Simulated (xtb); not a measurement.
Cl2, charge +1, doublet, geometry from GFN2-xTB (a state made from the parent by changing its charge; the spin is typed, not shown lowest); GFN1-xTB with ALPB(thf) run with xtb.

Here is a job for xtb.
```
$ xtb mol.xyz --gfn 1 --chrg 1 --uhf 1 --alpb thf --json

# file mol.xyz
2

Cl    -0.00000000    -0.00000000    -0.98043196
Cl     0.00000000     0.00000000     0.98043196
```

The log (banner, timings and long lists left out):

```
   ID    Z sym.   atoms
    1   17 Cl     1, 2

           -------------------------------------------------
          |                Calculation Setup                |
           -------------------------------------------------

           -------------------------------------------------
          |                 G F N 1 - x T B                 |
           -------------------------------------------------

      * Solvation model:               ALPB
        Solvent                        thf
        Parameter file                 internal GFN1-xTB/ALPB
        Dielectric constant                7.6000E+00
        Reference state                gsolv [1 M gas/solution]
        Free energy shift                  6.2343E-03 Eh       3.9121E+00 kcal/mol
        Temperature                        2.9815E+02 K
        Density                            8.8300E-01 kg/L
        Solvent mass                       7.2106E+01 g/mol
        Interaction kernel             P16
        Born radius scaling (c1)           1.7918E+00
        Born radii integrator          GBOBC
        Born offset                        0.0000E+00 a0       0.0000E+00 AA
        H-bond correction              true
        Ion screening                  false
        Surface tension                    1.0000E-05 Eh       1.5569E+01 dyn/cm
        Grid points                               230 per atom

          ...................................................
          :                      SETUP                      :
          :.................................................:
          :  # basis functions                  20          :
          :  # atomic orbitals                  18          :
          :  # shells                            6          :
          :  # electrons                        13          :
          :  # halogen bonds                     0          :
          :  max. iterations                   250          :
          :  Hamiltonian                  GFN1-xTB          :
          :  restarted?                      false          :
          :  GBSA solvation                   true          :
          :  PC potential                    false          :
          :  electronic temp.          300.0000000     K    :
          :  accuracy                    1.0000000          :
          :  -> integral cutoff          0.2500000E+02      :
          :  -> integral neglect         0.1000000E-07      :
          :  -> SCF convergence          0.1000000E-05 Eh   :
          :  -> wf. convergence          0.2000000E-04 e    :
          :  Broyden damping             0.4000000          :
          :  net charge                          1          :
          :  unpaired electrons                  1          :
          ...................................................

 iter      E             dE          RMSdq      gap      omega  full diag
   1     -7.9978077 -0.799781E+01  0.207E+00    3.34       0.0  T
   2     -7.9978480 -0.403182E-04  0.122E+00    3.37       1.0  T
   3     -7.9978687 -0.206525E-04  0.211E-02    3.42       3.4  T
   4     -7.9978687 -0.701927E-10  0.580E-03    3.41      12.2  T
   5     -7.9978687 -0.470388E-10  0.102E-06    3.41   68986.1  T
   6     -7.9978687 -0.133227E-13  0.235E-10    3.41  100000.0  T

   *** convergence criteria satisfied after 6 iterations ***

         :::::::::::::::::::::::::::::::::::::::::::::::::::::
         ::                     SUMMARY                     ::
         :::::::::::::::::::::::::::::::::::::::::::::::::::::
         :: total energy              -7.994742696674 Eh    ::
         :: total w/o Gsasa/hb        -7.992215479022 Eh    ::
         :: gradient norm              0.038290748682 Eh/a0 ::
         :: HOMO-LUMO gap              3.414925516222 eV    ::
         ::.................................................::
         :: SCC energy                -7.997868695557 Eh    ::
         :: -> electrostatic           0.127385044214 Eh    ::
         :: -> Gsolv                  -0.078206134157 Eh    ::
         ::    -> Gelec               -0.075678916505 Eh    ::
         ::    -> Gsasa               -0.008761505069 Eh    ::
         ::    -> Ghb                  0.000000000000 Eh    ::
         ::    -> Gshift               0.006234287418 Eh    ::
         :: repulsion energy           0.003485426726 Eh    ::
         :: dispersion energy         -0.000359427843 Eh    ::
         :: halogen bond corr.         0.000000000000 Eh    ::
         :: add. restraining           0.000000000000 Eh    ::
         :: total charge               1.000000000000 e     ::
         :::::::::::::::::::::::::::::::::::::::::::::::::::::

           -------------------------------------------------
          |                Property Printout                |
           -------------------------------------------------

    * Orbital Energies and Occupations

         #    Occupation            Energy/Eh            Energy/eV
      -------------------------------------------------------------
         1        2.0000           -1.0949044             -29.7939
         2        2.0000           -1.0481578             -28.5218
         3        2.0000           -0.6592167             -17.9382
         4        2.0000           -0.6224802             -16.9385
         5        2.0000           -0.6224802             -16.9385
         6        1.5000           -0.5441350             -14.8067
         7        1.5000           -0.5441350             -14.8067 (HOMO)
         8                         -0.4186388             -11.3917 (LUMO)
         9                         -0.2123986              -5.7797
        10                         -0.2123986              -5.7797
        11                         -0.2085844              -5.6759
        12                         -0.2085844              -5.6759
        13                         -0.2029018              -5.5212
        14                         -0.2029018              -5.5212
        15                         -0.1764844              -4.8024
        16                         -0.1565731              -4.2606
        17                         -0.1565731              -4.2606
        18                          0.0948616               2.5813
      -------------------------------------------------------------
                  HL-Gap            0.1254962 Eh            3.4149 eV
             Fermi-level           -0.5127609 Eh          -13.9529 eV

  Mulliken/CM5 charges         n(s)   n(p)   n(d)
     1Cl    0.50000  0.50000   1.968  4.483  0.049
     2Cl    0.50000  0.50000   1.968  4.483  0.049

Wiberg/Mayer (AO) data.
largest (>0.10) Wiberg bond orders for each atom

 ---------------------------------------------------------------------------
     #   Z sym  total        # sym  WBO       # sym  WBO       # sym  WBO
 ---------------------------------------------------------------------------
     1  17 Cl   1.428 --     2 Cl   1.428
     2  17 Cl   1.428 --     1 Cl   1.428
 ---------------------------------------------------------------------------

Topologies differ in total number of bonds
Writing topology from bond orders to xtbtopo.mol

 dipole moment from electron density (au)
     X       Y       Z
   0.0000  -0.0000  -0.0000  total (Debye):    0.000

           -------------------------------------------------
          | TOTAL ENERGY               -7.994742696674 Eh   |
          | GRADIENT NORM               0.038290748682 Eh/α |
          | HOMO-LUMO GAP               3.414925516222 eV   |
           -------------------------------------------------

normal termination of xtb
```
